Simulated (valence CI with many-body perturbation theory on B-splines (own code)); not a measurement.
E1 line list for I XLVIII

Calculated by valence CI with perturbative core correlation (CI+MBPT): four valence electrons over a frozen Dirac-Fock core [He], radial functions for each j: 11 s, 11 p, 9 d, 7 f, 5 g, 2 h, 1 i, with the one-electron correlation potential Σ1 (screened to all orders), the two-electron term Σ2, the three-electron term Σ3, Breit, model QED; selected single and double excitations, second order for the rest (own B-spline code, finite nucleus).

The last digits are not significant, and no measured levels were compared; by estimate large intervals hold to a few tenths of a per cent, small ones and those within an open d or f shell to about a per cent. Among the levels kept, up to 260 cm⁻¹ of a level comes from second order outside the variational space, and about a tenth of that is noise between levels of different J, which matters for small intervals.

Lines 101 to 150 of 267 in falling wavelength, among levels below 411.22 Ry, chosen from the strongest by gf and those to the six lowest levels. Wavelengths and rates use the calculated energies. Electric multipoles are in the length gauge, E1 and E2 with the static RPA response of the core. Weak lines are less certain than strong ones. Lines between different terms over intervals too small for the method are left out, as are lines whose strength nearly cancels. The highest levels of a list are the least certain.

Levels are named by their leading jj configuration (3d3/2^4 stands for four electrons in 3d with j = 3/2), which in mixed levels can hold well under half, so a name can repeat and another be missing. Letters in brackets count levels of one name in rising energy.

| λ vac (Å) | Upper | Lower | A (s⁻¹) | S (a.u.) with core polarisation | S without |
| --- | --- | --- | --- | --- | --- |
| 2.769 | (2p1/2^2 2p3/2 3s) J=2 | (2p1/2^2 2p3/2^2) J=2 | 1.88e+13 | 9.84e-04 | 9.82e-04 |
| 2.764 | (2p1/2^2 2p3/2 3s) J=1 | (2p1/2^2 2p3/2^2) J=2 | 3.20e+13 | 1.00e-03 | 9.98e-04 |
| 2.760 | (2s^2 2p1/2 3p3/2) J=1 | (2s 2p1/2^2 2p3/2) J=2 | 1.92e+13 | 5.98e-04 | 5.96e-04 |
| 2.757 | (2s 2p1/2 2p3/2 3s) J=2 [a] | (2s 2p1/2 2p3/2^2) J=2 [a] | 1.94e+13 | 1.01e-03 | 1.00e-03 |
| 2.752 | (2s 2p1/2 2p3/2 3s) J=2 [b] | (2s 2p1/2 2p3/2^2) J=3 | 2.75e+13 | 1.41e-03 | 1.41e-03 |
| 2.748 | (2s^2 2p1/2 3s) J=1 | (2s^2 2p1/2 2p3/2) J=2 | 3.72e+13 | 1.14e-03 | 1.14e-03 |
| 2.746 | (2s 2p1/2^2 3p3/2) J=2 | (2s^2 2p3/2^2) J=2 | 2.06e+12 | 1.05e-04 | 1.05e-04 |
| 2.746 | (2s 2p1/2 2p3/2 3s) J=1 [a] | (2s 2p1/2 2p3/2^2) J=2 [a] | 3.53e+13 | 1.08e-03 | 1.08e-03 |
| 2.743 | (2s 2p1/2^2 3s) J=1 | (2s 2p1/2^2 2p3/2) J=2 | 2.08e+13 | 6.35e-04 | 6.33e-04 |
| 2.743 | (2s 2p1/2^2 3p3/2) J=1 | (2s^2 2p3/2^2) J=2 | 2.09e+12 | 6.38e-05 | 6.37e-05 |
| 2.742 | (2s^2 2p3/2 3s) J=2 | (2s^2 2p3/2^2) J=2 | 2.21e+13 | 1.13e-03 | 1.12e-03 |
| 2.740 | (2s^2 2p1/2 3s) J=0 | (2s^2 2p1/2 2p3/2) J=1 | 4.64e+13 | 4.71e-04 | 4.70e-04 |
| 2.739 | (2s^2 2p3/2 3s) J=1 | (2s^2 2p3/2^2) J=2 | 3.83e+13 | 1.16e-03 | 1.16e-03 |
| 2.738 | (2s^2 2p1/2 3s) J=1 | (2s^2 2p1/2 2p3/2) J=1 | 7.37e+12 | 2.24e-04 | 2.23e-04 |
| 2.664 | (2s 2p1/2^2 3d3/2) J=1 | (2s 2p1/2^2 2p3/2) J=1 | 3.86e+13 | 1.08e-03 | 1.08e-03 |
| 2.661 | (2s 2p1/2 2p3/2 3d5/2) J=2 [a] | (2s 2p1/2 2p3/2^2) J=1 [a] | 4.27e+13 | 1.99e-03 | 1.99e-03 |
| 2.654 | (2s 2p1/2 2p3/2 3d5/2) J=1 [a] | (2s 2p1/2 2p3/2^2) J=1 [a] | 4.30e+13 | 1.19e-03 | 1.19e-03 |
| 2.649 | (2s 2p1/2 2p3/2 3d5/2) J=3 [b] | (2s 2p1/2 2p3/2^2) J=2 [b] | 1.91e+13 | 1.23e-03 | 1.23e-03 |
| 2.646 | (2s 2p1/2 2p3/2 3d5/2) J=1 [a] | (2s 2p1/2 2p3/2^2) J=0 | 1.67e+14 | 4.57e-03 | 4.57e-03 |
| 2.646 | (2s 2p1/2 2p3/2 3d5/2) J=1 [b] | (2s 2p1/2 2p3/2^2) J=1 [b] | 1.84e+14 | 5.05e-03 | 5.05e-03 |
| 2.642 | (2s 2p1/2 2p3/2 3d5/2) J=0 | (2s 2p1/2 2p3/2^2) J=1 [b] | 3.70e+14 | 3.37e-03 | 3.37e-03 |
| 2.641 | (2s 2p1/2 2p3/2 3d3/2) J=1 [c] | (2s 2p1/2 2p3/2^2) J=1 [b] | 4.64e+13 | 1.26e-03 | 1.27e-03 |
| 2.641 | (2s 2p1/2 2p3/2 3d3/2) J=2 [c] | (2s 2p1/2 2p3/2^2) J=1 [b] | 6.64e+13 | 3.02e-03 | 3.02e-03 |
| 2.639 | (2s 2p1/2 2p3/2 3d3/2) J=2 [c] | (2s 2p1/2 2p3/2^2) J=2 [b] | 1.24e+14 | 5.61e-03 | 5.62e-03 |
| 2.637 | (2s 2p1/2 2p3/2 3d3/2) J=2 [d] | (2s 2p1/2 2p3/2^2) J=1 [b] | 1.95e+13 | 8.80e-04 | 8.81e-04 |
| 2.637 | (2s 2p1/2^2 3d5/2) J=2 | (2s 2p1/2^2 2p3/2) J=1 | 3.11e+14 | 1.41e-02 | 1.41e-02 |
| 2.635 | (2s 2p1/2 2p3/2 3d3/2) J=2 [a] | (2s 2p1/2 2p3/2^2) J=2 [a] | 2.58e+13 | 1.16e-03 | 1.17e-03 |
| 2.635 | (2s 2p1/2 2p3/2 3d3/2) J=2 [d] | (2s 2p1/2 2p3/2^2) J=2 [b] | 2.13e+13 | 9.61e-04 | 9.62e-04 |
| 2.634 | (2s 2p1/2 2p3/2 3d3/2) J=1 [a] | (2s 2p1/2 2p3/2^2) J=2 [a] | 4.22e+13 | 1.14e-03 | 1.14e-03 |
| 2.633 | (2s 2p1/2 2p3/2 3d3/2) J=1 [d] | (2s 2p1/2 2p3/2^2) J=1 [b] | 8.54e+13 | 2.31e-03 | 2.31e-03 |
| 2.633 | (2s 2p1/2 2p3/2 3d3/2) J=2 [c] | (2s 2p1/2 2p3/2^2) J=1 [a] | 2.32e+13 | 1.05e-03 | 1.05e-03 |
| 2.631 | (2s 2p1/2 2p3/2 3d3/2) J=1 [d] | (2s 2p1/2 2p3/2^2) J=2 [b] | 4.36e+13 | 1.18e-03 | 1.18e-03 |
| 2.631 | (2s 2p1/2^2 3d3/2) J=1 | (2s 2p1/2^2 2p3/2) J=2 | 1.05e+13 | 2.83e-04 | 2.83e-04 |
| 2.630 | (2s 2p1/2 2p3/2 3d3/2) J=2 [b] | (2s 2p1/2 2p3/2^2) J=3 | 4.43e+13 | 1.99e-03 | 1.99e-03 |
| 2.630 | (2s 2p1/2 2p3/2 3d5/2) J=1 [b] | (2s 2p1/2 2p3/2^2) J=0 | 6.30e+13 | 1.70e-03 | 1.70e-03 |
| 2.629 | (2s^2 2p1/2 3d3/2) J=2 | (2s^2 2p1/2 2p3/2) J=2 | 5.95e+13 | 2.67e-03 | 2.67e-03 |
| 2.628 | (2s 2p1/2^2 3d3/2) J=2 | (2s 2p1/2^2 2p3/2) J=2 | 7.81e+13 | 3.50e-03 | 3.50e-03 |
| 2.627 | (2s 2p1/2 2p3/2 3d5/2) J=3 [a] | (2s 2p1/2 2p3/2^2) J=3 | 3.09e+13 | 1.93e-03 | 1.94e-03 |
| 2.624 | (2s 2p1/2^2 3p1/2) J=1 | (2s^2 2p1/2 2p3/2) J=2 | 3.86e+12 | 1.03e-04 | 1.03e-04 |
| 2.620 | (2s^2 2p1/2 3d3/2) J=2 | (2s^2 2p1/2 2p3/2) J=1 | 5.89e+12 | 2.62e-04 | 2.62e-04 |
| 2.620 | (2s^2 2p3/2 3d3/2) J=2 | (2s^2 2p3/2^2) J=2 | 9.36e+12 | 4.15e-04 | 4.16e-04 |
| 2.617 | (2s 2p1/2 2p3/2 3d5/2) J=2 [b] | (2s 2p1/2 2p3/2^2) J=3 | 5.96e+13 | 2.64e-03 | 2.64e-03 |
| 2.615 | (2s 2p1/2 2p3/2 3d3/2) J=3 [b] | (2s 2p1/2 2p3/2^2) J=2 [a] | 8.64e+13 | 5.34e-03 | 5.35e-03 |
| 2.615 | (2s 2p1/2 2p3/2 3d5/2) J=3 [b] | (2s 2p1/2 2p3/2^2) J=3 | 2.22e+14 | 1.37e-02 | 1.38e-02 |
| 2.615 | (2s 2p1/2^2 3p1/2) J=1 | (2s^2 2p1/2 2p3/2) J=1 | 1.61e+13 | 4.27e-04 | 4.28e-04 |
| 2.615 | (2s^2 2p3/2 3d5/2) J=1 | (2s^2 2p3/2^2) J=0 | 3.96e+14 | 1.05e-02 | 1.05e-02 |
| 2.615 | (2s^2 2p1/2 3d3/2) J=1 | (2s^2 2p1/2 2p3/2) J=2 | 5.82e+12 | 1.54e-04 | 1.54e-04 |
| 2.615 | (2s^2 2p3/2 3d3/2) J=1 | (2s^2 2p3/2^2) J=2 | 6.96e+13 | 1.84e-03 | 1.84e-03 |
| 2.615 | (2s^2 2p3/2 3d3/2) J=3 | (2s^2 2p3/2^2) J=2 | 1.59e+12 | 9.84e-05 | 9.85e-05 |
| 2.614 | (2s 2p1/2 2p3/2 3d5/2) J=2 [a] | (2s 2p1/2 2p3/2^2) J=2 [a] | 2.07e+14 | 9.14e-03 | 9.15e-03 |
